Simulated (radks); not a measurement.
Values are calculated unless marked as measured or tabulated.
Neutral gallium inside a hard spherical wall (all orbitals vanish at R), configuration held at [Ar] 3d10 4s2 4p1 and not refilled when levels cross. Level of theory: scalar-relativistic Kohn-Sham, r2SCAN, spin-unpolarised, spherical densities, finite nucleus; meta-GGA in the generalised Kohn-Sham scheme; Fermi nuclear charge, rms radius 3.9973 fm (a radial shooting solver on a logarithmic mesh with Libxc functionals). Eigenvalues in eV, with the zero of energy where the potential of the charges vanishes at infinity; a dash marks a level that is unbound or too diffuse for the functional's potential to be trusted. A positive occupied level is held by the wall or, in an anion where self-interaction has pushed it up, behind a barrier. The pressure on the wall is -dE/dV.

R (bohr)	E (hartree)	kinetic (hartree)	e(3p)	e(3d)	e(4s)	e(4p)	e(5s, empty)	e(5p, empty)	pressure (GPa)
free	-1944.24005	1977.332	-101.87	-19.695	-9.252	-2.535	-	-	0
10	-1944.23930	1977.337	-101.78	-19.613	-9.187	-2.463	1.310	3.257	0.0154
8	-1944.23563	1977.359	-101.56	-19.387	-9.018	-2.234	3.229	6.433	0.149
6	-1944.20874	1977.497	-100.64	-18.483	-8.328	-1.167	9.080	14.707	2.16
5	-1944.14537	1977.781	-99.305	-17.180	-7.195	0.582	16.729	24.215	10.3
4	-1943.92026	1978.653	-96.366	-14.334	-4.101	5.088	34.151	44.392	60.4
2.5	-1941.32962	1987.180	-80.716	1.025	21.641	37.594	138.89	156.44	1920
2	-1936.65694	2001.780	-63.716	18.895	60.729	82.273	262.32	282.09	9400
